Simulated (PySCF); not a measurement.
C₂H₆O₂Sn (SMILES C[O][Sn][O]C), singlet, geometry from GFN2-xTB (such geometries of metal compounds can be far from the true shape) (core potentials on Sn); DF-B3LYP/def2-SVPD run with PySCF.

Input for PySCF:
```python
from pyscf import gto, scf, dft

mol = gto.M(
    atom='''
Sn    0.259540   -0.095334    0.538692
O    -1.739841    0.220220    0.433734
C    -3.097649    0.458323    0.162344
H    -3.455043    1.292653    0.771679
H    -3.245585    0.702717   -0.891966
H    -3.685261   -0.431284    0.403089
O     1.400960   -0.095336   -1.136230
C     2.021682   -0.063458   -2.396241
H     2.648994    0.827716   -2.478488
H     2.649733   -0.949650   -2.520418
H     1.277014   -0.043715   -3.195118
''',
    basis='def2-svpd',
    ecp={'Sn': 'def2-svpd'},
    charge=0,
    spin=0,
    verbose=4,
    max_memory=1800,
)

mf = dft.RKS(mol)
mf.xc = 'b3lyp'
mf = mf.density_fit(auxbasis='def2-universal-jkfit')
mf.kernel()
```

Output, abridged:

```
PySCF version 2.14.0

[INPUT] verbose = 4
[INPUT] num. atoms = 11
[INPUT] num. electrons = 56
[INPUT] charge = 0
[INPUT] spin (= nelec alpha-beta = 2S) = 0
[INPUT] symmetry False subgroup None
[INPUT] Mole.unit = angstrom
[INPUT] Symbol           X                Y                Z      unit          X                Y                Z       unit  Magmom
[...]
nuclear repulsion = 250.716532465877
number of shells = 70
number of NR pGTOs = 253
number of NR cGTOs = 166
basis = def2-svpd
ecp = {'Sn': 'def2-svpd'}

******** <class 'pyscf.df.df_jk.DFRKS'> ********
method = DFRKS
initial guess = minao
damping factor = 0
level_shift factor = 0
DIIS = <class 'pyscf.scf.diis.CDIIS'>
diis_start_cycle = 1
diis_space = 8
diis_damp = 0
SCF conv_tol = 1e-09
SCF conv_tol_grad = None
SCF max_cycles = 50
direct_scf = False
XC library pyscf.dft.libxc version 7.1.2
    S. Lehtola, C. Steigemann, M. J. T. Oliveira, and M. A. L. Marques,  SoftwareX 7, 1–5 (2018)
XC functionals = b3lyp
    P. J. Stephens, F. J. Devlin, C. F. Chabalowski, and M. J. Frisch,  J. Phys. Chem. 98, 11623 (1994)
radial grids:
    Treutler-Ahlrichs [JCP 102, 346 (1995); DOI:10.1063/1.469408] (M4) radial grids

becke partition: Becke, JCP 88, 2547 (1988); DOI:10.1063/1.454033
pruning grids: <function nwchem_prune>
grids dens level: 3
symmetrized grids: False
atomic radii adjust function: <function treutler_atomic_radii_adjust>
small_rho_cutoff = 0
Set gradient conv threshold to 3.16228e-05
Initial guess from minao.
tot grids = 137208
******** <class 'pyscf.df.df.DF'> ********
auxbasis = def2-universal-jkfit
init E= -421.344222748783
[...]
cycle= 1 E= -440.160471897315  delta_E= -18.8  |g|= 3.69  |ddm|= 19.6
[...]
cycle= 2 E= -354.620624596672  delta_E= 85.5  |g|= 11.9  |ddm|=  169
[...]
cycle= 3 E= -444.138323111823  delta_E= -89.5  |g|= 1.18  |ddm|=  174
[...]
cycle= 4 E= -442.827491010025  delta_E= 1.31  |g|= 2.56  |ddm|= 3.64
[...]
cycle= 5 E= -444.468291852212  delta_E= -1.64  |g|= 0.345  |ddm|= 2.54
[...]
cycle= 6 E= -444.490327697472  delta_E= -0.022  |g|= 0.134  |ddm|= 0.725
[...]
cycle= 7 E= -444.494522391035  delta_E= -0.00419  |g|= 0.0343  |ddm|= 0.361
[...]
cycle= 8 E= -444.494587740384  delta_E= -6.53e-05  |g|= 0.0362  |ddm|= 0.0767
[...]
cycle= 9 E= -444.494853369814  delta_E= -0.000266  |g|= 0.00753  |ddm|= 0.0346
[...]
cycle= 10 E= -444.494866979364  delta_E= -1.36e-05  |g|= 0.00105  |ddm|= 0.0131
[...]
cycle= 11 E= -444.494867216645  delta_E= -2.37e-07  |g|= 0.000277  |ddm|= 0.00161
[...]
cycle= 12 E= -444.494867234923  delta_E= -1.83e-08  |g|= 6.86e-05  |ddm|= 0.000413
[...]
cycle= 13 E= -444.494867235778  delta_E= -8.55e-10  |g|= 4.08e-05  |ddm|= 0.000141
[...]
cycle= 14 E= -444.494867236189  delta_E= -4.1e-10  |g|= 2.31e-06  |ddm|= 5.45e-05
[...]
Extra cycle  E= -444.494867236184  delta_E= 4.66e-12  |g|= 5.08e-06  |ddm|= 1.01e-05
converged SCF energy = -444.494867236184
```
